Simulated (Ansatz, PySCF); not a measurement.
Reaction 4 R1 + R2 → 5 P1, each structure at its B3LYP-D3(BJ)/def2-SVP stationary point, reached from a drawn start (curvature not checked).
R1: H2 (SMILES [H][H]), charge 0, multiplicity 1.
P1: SiH4 (SMILES [SiH4]), charge 0, multiplicity 1.
R2: H12Si5 (SMILES [SiH3][Si]([SiH3])([SiH3])[SiH3]), charge 0, multiplicity 1.

P less R. No zero-point or thermal terms.

Cores are frozen in the correlated methods.

Codes used: Ansatz (Gaussian orbitals); PySCF for the D3/D4 terms. All values are computed, each at the level named.

The comparison value is -46.5 kJ/mol (CCSD(T)/cc-pV(T+d)Z). It is a level with limits of its own, not the exact answer.

**Question.** Order these levels by how close they come to the comparison value for the reaction energy, closest first: PBE/def2-TZVPP, BLYP-D4/def2-TZVPP, PBE-D4/def2-TZVPP, BLYP/def2-TZVPP, B3LYP/def2-TZVPP. Give each level's value less the comparison value.

**Answer.** BLYP-D4/def2-TZVPP (20.6 kJ/mol), PBE/def2-TZVPP (33.3 kJ/mol), BLYP/def2-TZVPP (-37.0 kJ/mol), B3LYP/def2-TZVPP (-45.7 kJ/mol), PBE-D4/def2-TZVPP (63.8 kJ/mol)

Ansatz is a program for electronic structure.
